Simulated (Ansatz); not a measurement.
Consider the substitution at a C–Si bond: `C[SiH]([SiH3])CF` + `[NH2][In]([Cl])[Cl]` → `C[NH][In]([Cl])[Cl]` + `FC[SiH2][SiH3]`.

Program: Ansatz. Geometries: PBE0-D4/def2-TZVP. ΔE: electronic, gas phase. CBS: MP2 limit from def2 TZ/QZ plus the TZ coupled-cluster correction, frozen cores. DFT in def2-TZVPP. def2 core potentials past Kr. For In outer-core shells are correlated without core-valence functions, which leaves a few kJ/mol of doubt a bond. One conformer a species, not always the lowest.

`C[SiH]([SiH3])CF`:

Z-matrix (Å, degrees):
```
C
Si 1 1.873
H 1 1.092 2 111.2
H 1 1.093 2 110.8 3 -120.3
H 1 1.092 2 110.2 3 119.9
Si 2 2.342 1 111.7 3 -57.2
C 2 1.901 1 110.0 3 -178.7
H 2 1.494 1 110.6 3 64.7
H 6 1.488 2 110.9 1 -55.3
H 6 1.489 2 110.5 1 -175.8
H 6 1.490 2 110.2 1 64.5
F 7 1.395 2 110.0 1 63.6
H 7 1.096 2 111.4 1 -55.8
H 7 1.095 2 111.7 1 -176.4
```

`[NH2][In]([Cl])[Cl]`:

Z-matrix (Å, degrees):
```
N
In 1 2.000
H 1 1.010 2 115.7
H 1 1.010 2 115.7 3 -130.4
Cl 2 2.308 1 121.4 3 158.6
Cl 2 2.308 1 121.4 3 -28.1
```

`C[NH][In]([Cl])[Cl]`:

Cartesian coordinates in Å:
```
C 0.771 0.964 0.685
N 0.354 0.291 -0.528
In -0.953 -1.203 -0.607
Cl -1.502 -2.328 1.335
Cl -1.810 -1.988 -2.600
H 1.838 1.210 0.644
H 0.627 0.310 1.548
H 0.219 1.891 0.881
H 0.457 0.852 -1.359
```

`FC[SiH2][SiH3]`:

Z-matrix (Å, degrees):
```
C
Si 1 1.902
F 1 1.391 2 110.2
H 1 1.095 2 110.9 3 -119.8
H 1 1.095 2 111.5 3 120.0
Si 2 2.339 1 110.4 3 53.7
H 2 1.491 1 107.0 3 174.2
H 2 1.488 1 109.6 3 -68.4
H 6 1.486 2 110.7 1 -65.6
H 6 1.488 2 110.0 1 174.1
H 6 1.488 2 109.7 1 54.7
```

```
             level  ΔE (kJ/mol)
            PBE-D4         84.9
           PBE0-D4         86.1
           ωB97M-V         87.9
   CCSD/def2-TZVPP         82.9
     HF/def2-QZVPP         76.4
    MP2/def2-QZVPP         88.8
SCS-MP2/def2-QZVPP         83.5
     MP2/CBS(def2)         89.7
```

Q: What does CCSD(T)/CBS give? (An estimate is asked.)

A: Computed: +85.3 kJ/mol. The listed levels differ from it by -0.4, 0.8, 2.6, -2.4, -8.9, 3.5, -1.8, 4.4 kJ/mol.

Largest T1 diagnostic among the species: 0.013.

In def2-TZVPP, CCSD(T) changes the Hartree–Fock value by +6.9 kJ/mol (the triples alone add +0.7 kJ/mol) and MP2 by +11.2 kJ/mol.
